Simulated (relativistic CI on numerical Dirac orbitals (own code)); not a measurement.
Method of calculation: Dirac-Coulomb-Breit CI, orbitals from a KLI potential per configuration, QED by a radiative potential, unscaled Slater integrals (own radial code, finite nucleus).

The strongest absorption lines from the ground level of an ion, among the configurations computed and to levels below about 115 eV (vacuum wavelength in Å, gf): 128.61 (0.56), 130.54 (0.39), 207.03 (0.61), 213.36 (1.3), 213.82 (1.6), 217.22 (2.7), 217.79 (0.79), 218.94 (5.7).

**Question.** Which ion is it?
A. Rh XIII
B. Y VII
C. Tc XI
D. Tc XIII

**Answer.** C. Tc XI has 33 electrons and the ground level 4s2.4p3 4S°_3/2; the strongest line goes to 4s2.4p2.4d 4P_5/2. The pattern of lines fixes the number of electrons, and along that sequence the line energies rise steadily with the charge (about as its square where n changes within one kind of shell, about linearly where n is kept but much faster in heavy ions where fine structure, which grows about as Z⁴, sets the gap, and irregularly where shells cross), which fixes Z. Configurations outside the model, such as inner-shell arrays, can give stronger lines. At this charge energies of transitions that change n are usually good to better than 1 %, and those within a shell (Δn = 0) to a few per cent.

LS names give the leading component of a level, which can be under half, so a name can repeat, a term be missing and a line seem to break the LS rules.
